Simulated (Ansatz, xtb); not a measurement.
# Two structures of GaH3Si2

Structure X is a singlet given by its coordinates and structure Y is a singlet given by its coordinates. Both are isolated molecules in the gas phase, relaxed with B3LYP-D3(BJ)/def2-SVP.

X (Å):

```yaml
atoms:
  - { symbol: Ga, position_ang: [0.2361, 0.4058, 0.4835] }
  - { symbol: Si, position_ang: [-1.6174, 2.4095, -1.6845] }
  - { symbol: Si, position_ang: [-1.5869, 0.2513, -1.3057] }
  - { symbol: H, position_ang: [-0.3474, 3.1545, -1.9411] }
  - { symbol: H, position_ang: [-2.7785, 3.3219, -1.9061] }
  - { symbol: H, position_ang: [-3.0282, -0.0477, -0.9680] }
```

Close contacts (Å): Ga1–Si3 2.56, Si2–Si3 2.19, Si2–H4 1.49, Si2–H5 1.49, Si3–H6 1.51.

Y (Å):

```xyz
6

Ga   -0.8264    0.1685   -0.8951
Si   -1.9665    2.4416   -1.6777
Si   -1.3104    0.8050   -3.0623
H    -1.8967    2.5633   -0.1731
H    -2.6056    3.7112   -2.1429
H    -0.5326   -0.1827    0.6166
```

Close contacts (Å): Ga1–Si2 2.66, Ga1–Si3 2.31, Si2–Si3 2.24, Ga1–H6 1.58, Si2–H4 1.51, Si2–H5 1.50.

Energies in hartree; the thermal terms are from B3LYP-D3(BJ)/def2-SVP harmonic frequencies (ideal gas, rigid rotor, one conformer each, 298.15 K, 1 atm) and include the zero-point energy:

|  | X | Y |
| --- | --- | --- |
| E, CCSD(T)/def2-TZVP | −2503.294613 | −2503.296654 |
| zero-point energy | 0.023699 | 0.023150 |
| H(298 K) − E | 0.030718 | 0.029787 |
| G(298 K) − E | −0.007769 | −0.006638 |

Q: Work out ΔE, ΔE₀, ΔH and ΔG for X → Y in kcal/mol (1 Eh = 627.51 kcal/mol) and the equilibrium ratio [Y]/[X].

A: 1. ΔE = −2503.296654 − (−2503.294613) = −0.002041 Eh = −1.28 kcal/mol.
2. ΔE₀ = ΔE + ΔZPE = −0.002041 + (−0.000549) Eh = −1.63 kcal/mol.
3. ΔH = ΔE + (−0.000931) Eh = −1.86 kcal/mol.
4. ΔG = ΔE + (+0.001131) Eh = −0.57 kcal/mol, so ΔS = (ΔH − ΔG)/T = −18.2 J/(mol K).
5. kT = 0.9442 mEh, so K = [Y]/[X] = exp(−ΔG/kT) = exp(+0.96) ≈ 2.6.

The two are too close for this level to say which is favoured. An error of 1 kcal/mol in ΔG would change K by a factor of 5.4. B3LYP-D3(BJ)/def2-SVP, HF/def2-TZVP gave ΔE the other sign. Mirror images and further conformers aren't counted.

Other levels gave ΔE = +7.0 (B3LYP-D3(BJ)/def2-SVP); +7.3 (HF/def2-TZVP); −5.8 (MP2/def2-TZVP) kcal/mol. The correlated steps freeze 19 core orbitals; the filled d shell of Ga is correlated, in a basis made for valence electrons. Programs: Ansatz 0.2.0.
